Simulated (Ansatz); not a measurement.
Reaction (formal exchange of groups at a B–O bond): `BOBF` + `CC(F)C=N` → `CC(F)BF` + `BOC=N`

Isolated molecules relaxed with PBE0-D4/def2-TZVP in Ansatz; ΔE leaves out vibrations. CBS: MP2 limit from def2 TZ/QZ plus the TZ coupled-cluster correction, frozen cores. Functionals use def2-TZVPP. B3LYP here is the variant with VWN-RPA as its local correlation; programs differ in this. Each species was taken in one conformer, which may not be the lowest.

`BOBF`:

Cartesian coordinates in Å:
```
B -0.169 0.791 -0.929
O -0.321 -0.451 -0.389
B 0.121 -0.821 0.846
F -0.104 -2.063 1.221
H 0.390 1.648 -0.305
H -0.610 0.970 -2.025
H 0.694 -0.074 1.581
```

`CC(F)C=N`:

```xyz
11

C    -1.318    0.085   -0.351
C     0.054    0.558    0.068
F     0.047    0.848    1.421
C     1.120   -0.463   -0.217
N     1.876   -1.017    0.623
H    -1.331   -0.133   -1.421
H    -1.586   -0.824    0.192
H    -2.063    0.855   -0.146
H     0.313    1.488   -0.456
H     1.217   -0.735   -1.274
H     1.672   -0.662    1.561
```

`CC(F)BF`:

```xyz
10

C    -0.943   -0.287   -0.657
C     0.342   -0.472    0.129
F     1.306   -1.050   -0.699
B     0.884    0.869    0.747
F     0.115    1.495    1.623
H    -1.285   -1.244   -1.054
H    -0.795    0.399   -1.495
H    -1.722    0.121   -0.010
H     0.158   -1.187    0.945
H     1.941    1.357    0.471
```

`BOC=N`:

Z-matrix (Å, degrees):
```
B
O 1 1.362
H 1 1.193 2 120.2
H 1 1.193 2 115.5 3 -177.4
C 2 1.355 1 123.2 3 -10.7
N 5 1.252 2 121.9 1 -39.5
H 5 1.092 2 110.8 1 142.8
H 6 1.016 5 110.5 2 -178.8
```

```
             level  ΔE (kJ/mol)  difference from CCSD(T)/CBS
            PBE-D4        137.4                        -17.1
         r2SCAN-D4        146.6                         -7.9
           PBE0-D4        144.3                        -10.2
          B3LYP-D4        145.9                         -8.6
           ωB97X-V        145.0                         -9.5
           ωB97M-V        148.2                         -6.3
            B2PLYP        150.1                         -4.4
               PBE        137.0                        -17.5
            r2SCAN        146.4                         -8.1
              PBE0        143.9                        -10.6
             B3LYP        145.4                         -9.1
     HF/def2-TZVPP        158.0                          3.5
    MP2/def2-TZVPP        157.2                          2.7
SCS-MP2/def2-TZVPP        155.9                          1.4
   CCSD/def2-TZVPP        154.9                          0.4
CCSD(T)/def2-TZVPP        153.8                         -0.7
     HF/def2-QZVPP        158.6                          4.1
    MP2/def2-QZVPP        157.8                          3.3
SCS-MP2/def2-QZVPP        156.7                          2.2
      HF/CBS(def2)        158.6                          4.1
     MP2/CBS(def2)        158.0                          3.5
    CCSD/CBS(def2)        155.7                          1.2
       CCSD(T)/CBS        154.5                            0
```

Largest T1 diagnostic among the species: 0.015.

From PBE to PBE0 (25 % exact exchange), in def2-TZVPP and without D4, ΔE moves by +6.9 kJ/mol.
